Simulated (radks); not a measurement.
Values are calculated unless marked as measured or tabulated.
Problem. Species: Mn16+. Configuration: 1s1.5 2s2 2p5 3s0.5 (fractional occupations, a model configuration). Level of theory: Dirac Kohn-Sham, LDA (Slater exchange, VWN5 correlation), spin-unpolarised, spherical densities, point nucleus; open shells fill j = l - 1/2 first (a radial shooting solver on a logarithmic mesh with Libxc functionals). Some entries of the table are withheld. Estimate them.

orbital,occ.,eigenvalue (eV),<r^2> (bohr^2)
1s1/2,1.5,-7171.856,0.004922
2s1/2,2,(1),(2)
2p1/2,2,(3),(4)
2p3/2,3,(5),(6)
3s1/2,0.5,-504.5696,0.5046

Solution. 
(1) 2s1/2 eigenvalue (eV): -1320.383
(2) 2s1/2 <r^2> (bohr^2): 0.08403
(3) 2p1/2 eigenvalue (eV): -1233.330
(4) 2p1/2 <r^2> (bohr^2): 0.06492
(5) 2p3/2 eigenvalue (eV): -1221.254
(6) 2p3/2 <r^2> (bohr^2): 0.06630
